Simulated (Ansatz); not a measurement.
`[OH][Ge][Cl]` + `O[SiH3]` → `[SiH3][O][Ge][Cl]` + H₂O at 400 K and 1 bar (ligand exchange at a Ge–O bond).

Program: Ansatz. Geometries: PBE0-D4/def2-TZVP. ΔE: electronic, gas phase. CBS: MP2 limit from def2 TZ/QZ plus the TZ coupled-cluster correction, frozen cores. This one scheme is used for every species. For Ge outer-core shells are correlated without core-valence functions, which leaves a few kJ/mol of doubt a bond. Scalar relativity is left out up to krypton. Each species was taken in one conformer, which may not be the lowest.

| species | CCSD(T)/CBS energy (Eh) | H − E (kJ/mol) | S (J/(mol·K)) |
| --- | --- | --- | --- |
| `[OH][Ge][Cl]` | -2611.73425 | 58.2 | 310.7 |
| `O[SiH3]` | -366.69042 | 120.0 | 276.4 |
| `[SiH3][O][Ge][Cl]` | -2902.05095 | 109.7 | 380.8 |
| H₂O | -76.37941 | 69.8 | 198.6 |

H − E and S are ideal-gas, rigid-rotor, harmonic terms from PBE0-D4/def2-TZVP, for one conformer and one mirror image of each species. 1 Eh = 2625.50 kJ/mol, R = 8.31446 J/(mol·K).

**Question.** By hand: ΔE, ΔH, ΔS and ΔG.

**Answer.** ΔE = (-2902.05095) + (-76.37941) − (-2611.73425) − (-366.69042) = -0.00569 Eh = -14.9 kJ/mol. Δ(H − E) = 109.7 + 69.8 − 58.2 − 120.0 = 1.3, so ΔH = -13.6 kJ/mol. ΔS = 380.8 + 198.6 − 310.7 − 276.4 = -7.7 J/(mol·K). ΔG = -13.6 − 400 × (-7.7)/1000 = -10.5 kJ/mol.

**Question.** By hand: the equilibrium constant, and the temperature at which ΔG would vanish if ΔH and ΔS stayed fixed.

**Answer.** log₁₀ K = −ΔG/(RT ln 10) = 1.4. ΔG = 0 at ΔH/ΔS = 1766 K, though so small a ΔS makes that figure unsure.

The number of gas molecules stays the same, so ΔS is small and ΔH decides. A doubt of 5 kJ/mol in ΔE shifts log₁₀ K by 0.7 here. Other conformers and mirror images would add mixing entropy, several J/(mol·K) or more a flexible species. These are equilibria of isolated gas molecules and say nothing of rates. Largest T1 diagnostic: 0.014 (customary marks: 0.02 for closed shells, 0.045 for open ones).
